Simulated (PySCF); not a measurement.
trans-Hf(H2O)2Br4 (singlet state).
Cartesian coordinates in Å at the PBE0-D3(BJ)/def2-SVP level; atoms count from 1:
```xyz
11
Br4H4HfO2 angstrom
Hf    -0.134    0.038   -0.030
O     -0.425   -0.322    2.153
H     -1.284   -0.269    2.595
H      0.316   -0.388    2.773
O      0.461    0.199   -2.187
H      0.792   -0.596   -2.632
H      0.883    1.006   -2.517
Br     2.267   -0.073    0.890
Br    -2.683    0.134    0.233
Br     0.045    2.572   -0.381
Br    -0.140   -2.386   -0.866
```

The calculation used PySCF, TDDFT B3LYP/def2-SVPD, vertical, gas phase, core orbitals frozen in the response, def2 core potentials past Kr. Spin–orbit coupling is left out. Note that the optimisation stopped short of convergence; the values belong to its last geometry.

Kohn–Sham orbitals with the atoms that hold most of them (Löwdin shares over 4%, at most four atoms; ? is withheld):

| orbital | ε (eV) | atoms |
| --- | --- | --- |
| LUMO+2 | -2.13 | Hf1 67%, Br10 10%, Br11 9%, O2 6% |
| LUMO+1 | -2.14 | Hf1 68%, Br9 9%, Br11 9%, Br8 6% |
| LUMO | ? | ? |
| HOMO | -7.34 | ? |
| HOMO-1 | -7.69 | Br9 32%, Br8 22%, Br10 22%, Br11 19% |
| HOMO-2 | -7.72 | Br11 32%, Br10 23%, Br8 22%, Br9 19% |
| HOMO-3 | -8.05 | Br8 24%, Br10 24%, Br11 23%, Br9 20% |

Q: Which atoms hold the LUMO, and with what shares?

A: Hf1 (bonded to 4 Br and 2 O) 66%; Br9 (bonded to Hf) 9%; Br8 (bonded to Hf) 8%; Br10 (bonded to Hf) 6%. By element: hafnium 66%, bromine 23% or more.

Q: Give the leading atoms of the HOMO.

A: Br10 (bonded to Hf) 31%; Br8 (bonded to Hf) 26%; Br9 (bonded to Hf) 24%; Br11 (bonded to Hf) 18%.

Q: What is the LUMO energy, and the HOMO–LUMO gap?

A: ε(LUMO) = -2.19 eV; the gap is 5.15 eV (0.1892 hartree).

Q: The HOMO–LUMO gap is 5.15 eV. Where does the response calculation put the lowest singlet, and from which orbitals?

A: S1 is at 4.18 eV (f = 0.0026), 0.97 eV below the gap, made of HOMO→LUMO (80%), HOMO→LUMO+1/LUMO+2 (17%). Without the coupling terms of the response equations the lowest excitation would equal the gap.

For S1 the Löwdin share of hafnium is at most 2% in HOMO and 66% in LUMO (ligand-to-metal charge transfer by this measure).

Next come S2 at 4.22 eV (f 0.0020), HOMO→LUMO+1/LUMO+2 (98%); S3 at 4.38 eV (f 0.0074), HOMO→LUMO+1/LUMO+2 (≥70%), HOMO→LUMO (15%); S4 at 4.49 eV (f 0.0011), HOMO-1→LUMO (81%); S5 at 4.54 eV (f 0.0017), HOMO-2→LUMO (46%), HOMO-1→LUMO+1/LUMO+2 (≥28%), HOMO-2→LUMO+1/LUMO+2 (≥13%).

Orbitals of the list HOMO-3 to LUMO+2 that lie within 0.01 eV of each other are written together with a slash and their weights summed (≥ marks a lower bound); for degenerate orbitals outside that list single weights are arbitrary.

Löwdin shares depend on the basis, the more so with diffuse functions.
